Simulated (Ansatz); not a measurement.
Question: Name a neutral molecule of C, Cl, Sn and H with size of the dipole moment (B3LYP/def2-TZVPP) between 2.00 and 2.30 D and HOMO energy (B3LYP/def2-TZVPP) between -6.80 and -6.50 eV (Ansatz, PBE0-D4/def2-TZVP geometry).

Answer: `Cl[C]1=[CH][SnH2]1` (2.01 D, -6.73 eV). Other molecules can fit too; these were computed, each in one conformer that needn't be the lowest.

B3LYP here is the variant with VWN-RPA as its local correlation; programs differ in this.
